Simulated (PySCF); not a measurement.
C₈H₇F.
Cartesian coordinates in Å at the GFN2-xTB level; atoms count from 1:
```xyz
16
C8H7F angstrom
F     -2.0865    1.5157    0.3459
C     -0.9864    0.7167    0.1630
C     -0.8382   -0.3384    1.2403
C      0.2223   -1.1058    1.0598
C      1.0317   -0.7487   -0.1726
C      1.3708    0.7212   -0.0117
C      0.3140    1.4943    0.1654
C      0.0450   -0.8041   -1.3236
C     -1.0165   -0.0361   -1.1518
H     -1.5649   -0.3858    2.0283
H      0.5288   -1.9172    1.6931
H      1.9035   -1.3818   -0.3177
H      2.3931    1.0487   -0.0448
H      0.2861    2.5581    0.3029
H      0.2407   -1.4279   -2.1756
H     -1.8512    0.1000   -1.8124
```

The calculation used CAM-B3LYP/def2-SVPD in PySCF (dipole) on a GFN2-xTB geometry, gas phase.

Take the most abundant isotopes and a rigid rotor. 

Question: What are A, B and C (GHz)?

Answer: Ia = 170.40, Ib = 282.79, Ic = 282.85 u·Å²; 505379 MHz·u·Å²/I gives 2966, 1787 and 1787 MHz, that is A = 2.9659, B = 1.7871, C = 1.7867 GHz.

Question: What kind of rotor is it?

Answer: A prolate symmetric top, as the point group C3v requires two equal moments; Ray's κ = -0.999.

Question: Where do the R-branch lines fall?

Answer: The dipole of 2.20 D lies along the symmetry axis, so ΔK = 0 and J+1 ← J falls at 2B(J+1) for every K: 3.57 GHz, 7.15 GHz, 10.72 GHz, 14.30 GHz, 17.87 GHz for J = 0 to 4.

Question: Estimate the classical rotational partition function at 10 K, 25 K and 100 K.

Answer: Point group C3v, symmetry number σ = 3; q = (√π/σ)·√((kT/h)³/(ABC)), k/h = 20836.6 MHz/K: 577 at 10 K, 2280 at 25 K, 18300 at 100 K.

No GFN2-xTB frequencies stand behind this structure, so it isn't proved a minimum. Zero-point vibration and centrifugal distortion are left out.
